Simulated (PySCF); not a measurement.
**Spin–spin couplings to the heavy atom in SMILES B[NH][GeH3], BGeH$_{6}$N**

Geometry:
```json
{"atom": "B1", "x (Å)": "1.573", "y (Å)": "-0.047", "z (Å)": "-0.261"}
{"atom": "N2", "x (Å)": "0.455", "y (Å)": "0.072", "z (Å)": "0.566"}
{"atom": "Ge3", "x (Å)": "-1.324", "y (Å)": "0.002", "z (Å)": "0.040"}
{"atom": "H4", "x (Å)": "1.417", "y (Å)": "-0.218", "z (Å)": "-1.451"}
{"atom": "H5", "x (Å)": "2.683", "y (Å)": "0.022", "z (Å)": "0.220"}
{"atom": "H6", "x (Å)": "0.621", "y (Å)": "0.214", "z (Å)": "1.559"}
{"atom": "H7", "x (Å)": "-2.045", "y (Å)": "-1.077", "z (Å)": "0.869"}
{"atom": "H8", "x (Å)": "-1.323", "y (Å)": "-0.343", "z (Å)": "-1.453"}
{"atom": "H9", "x (Å)": "-1.990", "y (Å)": "1.367", "z (Å)": "0.299"}
```

Method: indirect couplings at PBE0/pcJ-1 (dyall-v2z on Ge), no solvent, Gaussian nuclear model, structure from PBE0-D3(BJ)/def2-SVP; PySCF 2.14 with density-fitted X2C routines.

Non-relativistic values:
| coupling | atoms | J (Hz) |
| --- | --- | --- |
| 1J(73Ge,15N) | Ge3 – N2 | 2.4 |
| 1J(73Ge,1H) | Ge3 – H7/H8/H9 | -94.0 |
| 2J(73Ge,11B) | Ge3 – B1 | -0.1 |
| 2J(73Ge,1H) | Ge3 – H6 | -2.2 |
| 3J(73Ge,1H) | Ge3 – H4/H5 | -5.8 |

Problem. What do two-component X2C with spin–orbit coupling give?

Solution. 
```tsv
coupling	atoms	with spin–orbit (Hz)
1J(73Ge,15N)	Ge3 – N2	1.7
1J(73Ge,1H)	Ge3 – H7/H8/H9	-104.3
2J(73Ge,11B)	Ge3 – B1	-0.1
2J(73Ge,1H)	Ge3 – H6	-2.7
3J(73Ge,1H)	Ge3 – H4/H5	-6.7
```

The largest listed coupling, 1J(73Ge,1H), ends at 1.11 times its non-relativistic value. Equivalent partners are averaged, as under fast rotation. In the static structure 3J(73Ge,1H) spreads over -5.0, -8.5 Hz.
